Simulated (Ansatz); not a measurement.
Consider the substitution at a C–C bond: `C=CC(=C)CC` + `C[NH][InH][OH]` → `C[N](C)[InH][OH]` + `C=CC(=C)C`.

Program: Ansatz. Geometries: PBE0-D4/def2-TZVP. ΔE: electronic, gas phase. CBS: MP2 limit from def2 TZ/QZ plus the TZ coupled-cluster correction, frozen cores. DFT in def2-TZVPP. B3LYP here is the variant with VWN-RPA as its local correlation; programs differ in this. def2 core potentials past Kr. For In outer-core shells are correlated without core-valence functions, which leaves a few kJ/mol of doubt a bond. One conformer a species, not always the lowest.

Task: Is it downhill or uphill in electronic energy at CCSD(T)/CBS, and by how much? (An estimate is asked.)

Result: Computed: Uphill: ΔE = +20.7 kJ/mol.

Task: What do these levels give: PBE-D4, r2SCAN-D4, PBE0-D4, B3LYP-D4, ωB97M-V, r2SCAN, B3LYP, HF/def2-TZVPP, MP2/def2-TZVPP, HF/def2-QZVPP, SCS-MP2/def2-QZVPP, CCSD/CBS(def2)? (Best estimate.)

Result: Computed: PBE-D4 17.1, r2SCAN-D4 18.0, PBE0-D4 20.0, B3LYP-D4 18.0, ωB97M-V 22.1, r2SCAN 17.6, B3LYP 17.8, HF/def2-TZVPP 23.3, MP2/def2-TZVPP 20.4, HF/def2-QZVPP 23.1, SCS-MP2/def2-QZVPP 20.7, CCSD/CBS(def2) 21.6 kJ/mol.

Largest T1 diagnostic among the species: 0.016.
